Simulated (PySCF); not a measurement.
# AsF₃ + 2 H₂O → AsO(OH) + 3 HF

Level: PBE0 in the def2-TZVP basis family, all electrons, no relativity, computed in PySCF with density fitting; open shells unrestricted.

```tsv
species	state and structure	E (Eh)	ZPE (kJ/mol)	H(298 K) − H(0) (kJ/mol)	S° (J/(mol K))
AsF₃	singlet, C3v, As–F 1.715 Å (×3); F–As–F 95.9° (×3)	-2535.07144	18.0	14.2	289.0
H₂O	singlet, C2v, O–H 0.960 Å (×2); H–O–H 105.1°	-76.37736	56.5	9.9	188.7
AsO(OH)	singlet, Cs, As–O 1.612 Å, As–O 1.765 Å, O–H 0.968 Å; As–O–H 109.7°, O–As–O 105.5°	-2386.56949	43.7	12.0	275.0
HF	singlet, C∞v, H–F 0.920 Å	-100.39188	24.9	8.7	173.6
```

What is the electronic reaction energy?

At PBE0/def2-TZVP, ΔE = 212.7 kJ/mol from the differences of the total energies times 2625.5, uphill. 

Add zero-point, thermal and entropy terms for 298.15 K and 1 bar.

ΔZPE = -12.6 and Δ[H(298) − H(0)] = 4.1 kJ/mol give ΔH° = 204.2 kJ/mol. ΔS° = 129.4 J/(mol K), so ΔG° = 204.2 − 298.15 × (0.1294) = 166 kJ/mol. ΔG° would change sign near 1580 K if ΔH° and ΔS° stayed fixed.

Each species is the lowest minimum found with this bonding; other isomers or fragments can lie lower.
